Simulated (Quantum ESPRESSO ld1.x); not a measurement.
Q: All-electron atom: Lu in [Kr] 4d10 4f14 5s2 5p5 5d2 6s2 (not the ground configuration). Method: Dirac Kohn-Sham, LDA (Slater exchange, Perdew-Zunger correlation), spin-unpolarised, spherical densities, point nucleus; open shells are shared between the two j in proportion to 2j + 1; computed with ld1.x of Quantum ESPRESSO 7.5.

Spin-orbit splittings of the eigenvalues, e(l+1/2) - e(l-1/2), with zeta = 2 splitting/(2l+1) and mean radii in bohr:

| shell | occ. | splitting (eV) | zeta (eV) | <r> j=l-1/2 | <r> j=l+1/2 |
|---|---|---|---|---|---|
| 2p | 6 | 1116 | 744.3 | 0.06742 | 0.07504 |
| 3p | 6 | 238.1 | 158.7 | 0.2021 | 0.2164 |
| 3d | 10 | 52.02 | 20.81 | 0.1899 | 0.1943 |
| 4p | 6 | 54.36 | 36.24 | 0.4851 | 0.5181 |
| 4d | 10 | 9.922 | 3.969 | 0.5412 | 0.5528 |
| 4f | 14 | 1.536 | 0.4389 | 0.7085 | 0.7233 |
| 5p | 5 | ? | ? | 1.302 | 1.413 |
| 5d | 2 | 0.4165 | 0.1666 | 2.472 | 2.593 |
| 6p | 0 | 0.3948 | 0.2632 | 4.744 | 5.206 |

Estimate the 5p splitting.

A: 7.149 eV (zeta = 4.766 eV).
